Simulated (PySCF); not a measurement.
A structure optimised at r2SCAN-D4/def2-SVP, used in a PySCF frequency run:

```
B
O 1 1.3495
H 2 0.9669 1 111.28
O 1 1.3579 2 121.19 3 0.00
H 4 0.9648 1 113.14 2 180.00
Cl 1 1.7815 2 117.96 3 180.00
```

### Question
Write its SMILES, formula and point group.

### Answer
OB(O)Cl, BClH2O2, Cs

### Question
What are its rotational constants (standard atomic weights)?

### Answer
10.218, 4.6294, 3.1859 GHz
